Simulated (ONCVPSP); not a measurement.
**Transferability test, ONCV potential for bismuth**

ONCVPSP 4.0.1 input, shortened (lines: element, Z, core and valence counts, functional; n l f; lmax; l rc ep ncon nbas qcut; lloc lpopt rc5 dvloc0; l nproj debl; icmod fcfact rcfact), LDA (Perdew-Wang 92), scalar-relativistic:

```
  Bi 83.00   10    5  -001012      upf
    1    0    2.00
    2    0    2.00
    2    1    6.00
    3    0    2.00
    3    1    6.00
    3    2   10.00
    4    0    2.00
    4    1    6.00
    4    2   10.00
    4    3   14.00
    5    0    2.00
    5    1    6.00
    5    2   10.00
    6    0    2.00
    6    1    2.00
    2
    0    1.45    0.00    3    6    6.90
    1    1.35    0.00    4    8    8.50
    2    1.60    0.00    4    8   11.50
    4    3    1.00    0.00
    0    2    0.30
    1    2    3.20
    2    3    3.20
    3    4.50    1.45
```

Energies are relative to the spin-unpolarised reference configuration 5s2 5p6 5d10 6s2 6p2; without spin polarisation the order of configurations can differ from experiment.

```json
{"valence configuration": "5s2 5p6 5d10 6s2 6p3", "charge": "0", "ΔE all-electron (eV)": "-8.148", "error AE − PS (meV)": "+3.3"}
{"valence configuration": "5s2 5p6 5d10 6s2 6p1", "charge": "+2", "ΔE all-electron (eV)": "15.559", "error AE − PS (meV)": "-7.0"}
{"valence configuration": "5s1 5p6 5d10 6s2 6p3", "charge": "+1", "ΔE all-electron (eV)": "158.000", "error AE − PS (meV)": "-865"}
```

Task: What are ΔE and the potential's error for 5s2 5p6 5d10 6s2 6p0?

Result: ΔE = 39.269 eV all-electron; the error (AE − PS) is -18 meV.

Levels in the configuration 5s2 5p6 5d10 6s2 6p0:

```
level  all-electron (eV)  pseudo (eV)
   5s           -186.177     -186.212
   5p           -124.071     -124.081
   5d            -55.039      -55.037
   6s            -40.476      -40.477
```
